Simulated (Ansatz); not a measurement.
CH₉BSi₃ (`B[SiH]1C[SiH2][SiH2]1`). Charge 0, multiplicity 1. The geometry is a stationary point of PBE0-D4/def2-TZVP.

```xyz
14

B     0.130   -1.610   -1.275
Si    0.654    0.217   -1.207
C     1.394    1.100    0.258
Si   -0.217    1.028    1.274
Si   -1.232   -0.860    0.212
H    -0.496   -1.916   -2.251
H     0.767   -2.420   -0.663
H    -0.150    1.236   -1.951
H     1.737    2.115    0.060
H     2.182    0.519    0.739
H     0.053    0.814    2.721
H    -0.980    2.291    1.093
H    -1.223   -1.948    1.224
H    -2.617   -0.566   -0.234
```

Q: What is the dipole moment at r2SCAN/def2-TZVPP? (An estimate is asked.)

A: The calculation gave: 2.56 D, with components (1.09, 2.18, 0.78) D in this frame, pointing from negative to positive charge.

Q: And with PBE, B3LYP, ωB97M-V? (Best estimate.)

A: Computed: PBE 2.51 D, B3LYP 2.57 D, ωB97M-V 2.66 D.

Q: Give the Mulliken charges with r2SCAN, ωB97M-V, PBE in def2-TZVPP. (Estimate.)

A: Computed: 
| atom | r2SCAN | ωB97M-V | PBE |
| --- | --- | --- | --- |
| B1 | -0.15 | -0.33 | -0.14 |
| Si2 | 0.24 | 0.15 | 0.13 |
| C3 | -0.33 | -0.42 | -0.28 |
| Si4 | 0.21 | 0.13 | 0.14 |
| Si5 | 0.11 | 0.01 | 0.06 |
| H6 | 0.02 | 0.10 | 0.03 |
| H7 | 0.02 | 0.11 | 0.04 |
| H8 | -0.06 | 0.01 | -0.04 |
| H9 | 0.09 | 0.13 | 0.11 |
| H10 | 0.11 | 0.15 | 0.12 |
| H11 | -0.06 | -0.01 | -0.04 |
| H12 | -0.06 | -0.01 | -0.04 |
| H13 | -0.05 | 0.00 | -0.03 |
| H14 | -0.07 | -0.01 | -0.05 |

B3LYP here is the variant with VWN-RPA as its local correlation; programs differ in this.
